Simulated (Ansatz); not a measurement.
Reaction (formal hydrolysis of a B–Cl bond): `COB(Cl)Cl` + H₂O → `COB(O)Cl` + HCl

Gas-phase electronic energies from Ansatz, PBE0-D4/def2-TZVP geometries. CCSD(T)/CBS is the MP2 limit (def2-TZVPP, def2-QZVPP) plus CCSD(T) − MP2 in def2-TZVPP, frozen cores. This one scheme is used for every species. DFT in def2-TZVPP. B3LYP here is the variant with VWN-RPA as its local correlation; programs differ in this. Each species was taken in one conformer, which may not be the lowest.

```csv
level,ΔE (kJ/mol),difference from CCSD(T)/CBS
PBE-D4,-39.2,4.0
B3LYP-D4,-47.2,-4.0
ωB97X-V,-47.6,-4.4
PBE,-40.8,2.4
r2SCAN,-46.2,-3.0
PBE0,-44.2,-1.0
B3LYP,-50.0,-6.8
HF/def2-TZVPP,-61.1,-17.9
MP2/def2-TZVPP,-42.1,1.1
CCSD/def2-TZVPP,-51.1,-7.9
CCSD(T)/def2-TZVPP,-48.1,-4.9
HF/def2-QZVPP,-61.1,-17.9
SCS-MP2/def2-QZVPP,-43.7,-0.5
HF/CBS(def2),-61.1,-17.9
MP2/CBS(def2),-37.2,6.0
CCSD/CBS(def2),-46.2,-3.0
CCSD(T)/CBS,-43.2,0
```

Largest T1 diagnostic among the species: 0.012.

In def2-TZVPP, CCSD(T) changes the Hartree–Fock value by +13.0 kJ/mol (the triples alone add +3.0 kJ/mol) and MP2 by +19.0 kJ/mol. From PBE to PBE0 (25 % exact exchange), in def2-TZVPP and without D4, ΔE moves by −3.3 kJ/mol.
